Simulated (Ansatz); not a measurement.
Consider the hydrogenolysis of a C–F bond: `NC1(F)N[SiH2]1` + H₂ → `NC1N[SiH2]1` + H–F.

Isolated molecules relaxed with PBE0-D4/def2-TZVP in Ansatz; ΔE leaves out vibrations. CCSD(T)/CBS adds triple-zeta CCSD(T) − MP2 to the extrapolated MP2 energy (def2 sets, frozen cores). This one scheme is used for every species. Functionals use def2-TZVPP. One conformer a species, not always the lowest.

`NC1(F)N[SiH2]1`:

Cartesian coordinates in Å:
```
N 0.711 0.261 1.292
C -0.346 0.017 0.394
F -1.584 0.004 1.036
N -0.204 -1.093 -0.502
Si -0.185 0.372 -1.411
H 0.734 -0.448 2.020
H 0.611 1.164 1.736
H 0.500 -1.792 -0.319
H -1.325 0.584 -2.328
H 1.089 0.931 -1.920
```

H₂:

Cartesian coordinates in Å:
```
H 0.190 0.262 -0.186
H -0.190 -0.262 0.186
```

`NC1N[SiH2]1`:

Z-matrix (Å, degrees):
```
C
N 1 1.500
Si 1 1.836 2 61.2
N 1 1.424 2 119.2 3 -119.3
H 1 1.091 2 114.0 3 106.6
H 2 1.010 1 117.8 3 -122.3
H 3 1.483 1 119.4 2 108.1
H 3 1.480 1 123.9 2 -97.4
H 4 1.011 1 111.5 2 51.8
H 4 1.015 1 110.8 2 -67.6
```

H–F:

```xyz
2

F     0.220    0.404   -0.008
H    -0.220   -0.404    0.008
```

Is it downhill or uphill in electronic energy at CCSD(T)/CBS, and by how much? (Estimate.)

Ansatz gave: Downhill: ΔE = -67.7 kJ/mol.

What do these levels give: r2SCAN-D4, PBE0-D4, ωB97M-V, r2SCAN, r2SCAN0, RPA@PBE/def2-TZVPP, CCSD/def2-SVP, MP2/def2-TZVPP, SCS-MP2/def2-TZVPP, HF/def2-QZVPP, MP2/def2-QZVPP, SCS-MP2/def2-QZVPP? (Best estimate.)

Computed: r2SCAN-D4 -46.8, PBE0-D4 -57.2, ωB97M-V -51.6, r2SCAN -47.2, r2SCAN0 -54.9, RPA@PBE/def2-TZVPP -60.4, CCSD/def2-SVP -47.4, MP2/def2-TZVPP -69.7, SCS-MP2/def2-TZVPP -67.2, HF/def2-QZVPP -63.9, MP2/def2-QZVPP -71.8, SCS-MP2/def2-QZVPP -69.5 kJ/mol.

Largest T1 diagnostic among the species: 0.013.

At CCSD(T), def2-SVP lies +23.5 kJ/mol from the extrapolated value and def2-TZVPP +3.1 kJ/mol. From PBE to PBE0 (25 % exact exchange), in def2-TZVPP and without D4, ΔE moves by −7.1 kJ/mol. Leaving LDA and LC-ωPBE aside and taking each functional with its dispersion term where it has one, the values, not all of them listed here, spread over 18.4 kJ/mol, from PBE-QIDH to BLYP-D4. LDA lies +9.1 kJ/mol from PBE without D4.
